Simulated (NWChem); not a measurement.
Species: SiHIF2; SMILES F[SiH](F)I

```xyz
5

Si     0.3921    -1.3186     0.0000
F     -0.2951    -1.9811    -1.2925
F     -0.2951    -1.9811     1.2925
I     -0.0380     1.0517     0.0000
H      1.8353    -1.6207     0.0000
```
Atoms are numbered in this order, from 1.

Program: NWChem. Medium grid unless said otherwise, to which SCAN and Minnesota functionals are sensitive. All runs use the structure optimised with PBE0/def2-SVP. def2 effective core potentials on I; no spin-orbit coupling. B3LYP is NWChem's, with the RPA form of VWN correlation.

Task: Among these, which level gives the highest value of “orbital gap (eV)”?
(A) PBE/def2-SVP
(B) PW91/def2-SVP
(C) PW6B95/def2-SVP
(D) MN15/def2-SVP

Result: D, MN15/def2-SVP. Values: PW91/def2-SVP 5.75; PBE/def2-SVP 5.77; PW6B95/def2-SVP 7.92; MN15/def2-SVP 8.94
